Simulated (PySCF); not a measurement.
All values below come from PySCF 2.14.0 with M06-2X/def2-TZVP // PBE0-D3(BJ)/def2-TZVP. Isolated molecules, 0 K electronic values unless said otherwise. One relaxed conformer stands for a flexible species; it need not be the lowest. Delta-SCF ions had no search for a lower state. Excitations are Tamm–Dancoff values on a coarser integration grid. The basis has no diffuse functions, so Rydberg states are missing or too high.

Reference species (SMILES): `CSCO` (C–S–C–O torsion -65°, S–C–O–H torsion -54°) (neutral, multiplicity 1).

```json
{
 "HOMO–LUMO gap": "9.51 eV",
 "vertical ionisation energy (Delta-SCF)": "9.11 eV",
 "HOMO": "-7.87 eV",
 "S1 excitation (TDA)": "5.70 eV"
}
```

Changed species: `O(C)CS` (C–O–C–S torsion -69°, O–C–S–H torsion -68°).

Question: What does the change do to the HOMO–LUMO gap, vertical ionisation energy (Delta-SCF), HOMO and S1 excitation (TDA)?

Answer: the HOMO–LUMO gap increases by 0.15 eV, to 9.66 eV; the vertical ionisation energy (Delta-SCF) goes up by 0.57 eV, to 9.68 eV; the HOMO falls by 0.50 eV, to -8.37 eV; the S1 excitation (TDA) hardly moves.
